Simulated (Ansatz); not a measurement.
The lowest singlet and triplet of H4Si2 (SMILES [SiH][SiH3]); geometries from B3LYP-D3(BJ)/def2-TZVP, each state relaxed from the structure named, with no frequency check.
Singlet (charge 0, multiplicity 1):
```xyz
6

Si     1.2119    -0.5179    -0.1456
Si    -1.0145     0.3396     0.0882
H      1.7319     0.8246     0.3530
H     -1.2445     0.7393     1.5043
H     -2.0816    -0.6203    -0.2913
H     -1.1695     1.5521    -0.7624
```
Triplet (charge 0, multiplicity 3):
| atom | x (Å) | y (Å) | z (Å) |
|---|---|---|---|
| Si | 1.1820 | -0.4150 | -0.1361 |
| Si | -1.0244 | 0.2921 | 0.0872 |
| H | 2.3229 | 0.4383 | 0.3026 |
| H | -1.3719 | 0.5386 | 1.5091 |
| H | -1.8831 | -0.7909 | -0.4434 |
| H | -1.2744 | 1.5357 | -0.6837 |

A positive gap puts the triplet lower; no zero-point energy. U- takes an unrestricted singlet (broken symmetry where lower, unprojected). The triplet is unrestricted in single-reference levels. Active spaces average the two states.

Correlated levels freeze the cores.

The values were computed with Ansatz (Gaussian orbitals). Values without a source in brackets are computed.

**Question.** Give the gap E(singlet) − E(triplet), adiabatic at the level U-SVWN5/def2-TZVPP.

**Answer.** -0.59 eV

Ansatz is a first-principles code.
